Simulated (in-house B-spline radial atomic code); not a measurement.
# RPA and G0W0 on LC-wPBE: the iron ion Fe⁸⁺

Configuration [Ne] 3s2 3p6, mean-field start LC-wPBE. Computed with an all-electron radial atomic-structure program (B-spline basis): all electrons, scalar-relativistic (spin-free one-electron X2C), finite nucleus, each spin shell either full or empty, empty states to l = 9 with an (l + 1/2)⁻⁴ tail; G0W0 by contour deformation at full frequency.

Command:
```bash
python run_gw.py task.json out
```
Settings (radii: box in bohr, nucleus in fm):
```
Z                        26
electrons                18
configuration            [Ne] 3s2 3p6
hamiltonian              x2c
method                   lc_wpbe
lmax                     9
rms_radius               3.7377
spin_polarised           False
box_radius               7.7
intervals                67
```

Cost of the run: 1.3 s on 1 thread of Arm Neoverse V2, with other jobs on the host.

Energies (hartree):

```json
{"term": "mean-field total", "value": "-1251.80509"}
{"term": "Hartree-Fock functional on these orbitals", "value": "-1251.14357"}
{"term": "direct second order", "value": "-1.3934"}
{"term": "second-order exchange", "value": "0.4651"}
{"term": "SOSEX correction", "value": "0.43065"}
```

(1) What is the RPA correlation energy, and what remains with SOSEX?

Quasi-particle levels (eV):

```tsv
level	occupied	mean field	Σx - vxc	Σc	QP weight	G0W0
3p	yes	-226.21	-7.88	?	?	?
2p	yes	-889.15	-45.63	10.81	0.932	-923.97
3d	no	-159.40	11.29	-3.29	0.977	-151.41
```

G0W0 = mean field + (Σx - vxc) + Σc, with Σc (partial-wave tail included) taken at the quasi-particle energy. Only the outer levels were computed. Levels of low weight are left out.

(2) Where does G0W0 put 3p?

Results:

(1) RPA gives -1.2437 hartree (-1.88 eV per electron); RPA + SOSEX gives -0.81302, and the second-order doubles -0.92826 hartree (no singles). RPA lacks exchange-type terms and so overcorrelates at short range.

(2) At -234.60 eV, with Σc = -0.52 eV and a quasi-particle weight of 0.968. The tabulated removal energy is 233.6 ± 0.4 eV (NIST, semi-empirical); the calculation leaves out spin-orbit coupling, Breit and QED terms, and what these don't explain is the method's own error.
